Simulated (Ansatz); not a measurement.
Basis-set extrapolation for `CO[SiH]F` radical (PBE0-D4/def2-TZVP geometry, frozen core, Ansatz 0.2.0). Multiplicity 2, UHF reference.

```
                      def2-TZVPP   def2-QZVPP
                 HF  -503.597971  -503.618409
    MP2 correlation    -0.757610    -0.820789
CCSD(T) correlation    -0.808998      not run
```

Energies in hartree. Use E(X) = E(∞) + A·exp(−7.88·√X) for Hartree–Fock and E(X) = E(∞) + B·X^(−2.97) for correlation, with X = 3 and 4, and add CCSD(T) minus MP2 of the smaller set to the MP2 limit.

Question: What is the CCSD(T) energy at the basis-set limit?

Answer: HF limit: -503.618409 + (-0.020438) × 0.13774 = -503.62122. MP2 limit: -0.820789 + (-0.063179) × 0.74074 = -0.86759. Higher-order term: -0.808998 − (-0.757610) = -0.05139. Total: -504.54020 hartree, 3.63 eV below CCSD(T)/def2-TZVPP.
